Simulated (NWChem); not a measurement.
Lowest excitation of BCl$_{2}$F

SMILES: ClB(F)Cl
```xyz
4

B      0.0000     0.0000     0.3575
F      0.0000     0.0000     1.6714
Cl     1.5302     0.0000    -0.4950
Cl    -1.5302     0.0000    -0.4950
```
Charge 0, spin multiplicity 1.

The numbers come from NWChem runs, not from measurements. Structure: optimised with B3LYP/def2-SVP, a minimum by its harmonic frequencies.

Basis set: 6-31+G*.

Costs are rough ratios of processor time within this set of runs, SCF included, with TDA-LDA (SVWN5) as 1.

The correlated methods keep 12 core orbitals frozen. B3LYP has NWChem's definition, with VWN1-RPA local correlation. The Pople sets run with spherical d functions. The structure started from a generated list of species. Coupled-cluster values serve here as a point of comparison, not as the truth.

```json
[
 {"method": "TD-B3LYP", "lowest vertical singlet excitation energy (eV)": "6.52", "relative cost": "6"},
 {"method": "TDA-LDA (SVWN5)", "lowest vertical singlet excitation energy (eV)": "5.88", "relative cost": "1"},
 {"method": "EOM-CCSD", "lowest vertical singlet excitation energy (eV)": "(withheld)", "relative cost": "10"},
 {"method": "TD-PBE", "lowest vertical singlet excitation energy (eV)": "6.01", "relative cost": "under 3"},
 {"method": "CIS", "lowest vertical singlet excitation energy (eV)": "(withheld)", "relative cost": "4"}
]
```

### Question
Fill in the missing entries.

### Answer

- EOM-CCSD, lowest vertical singlet excitation energy (eV): 7.34
- CIS, lowest vertical singlet excitation energy (eV): 8.67
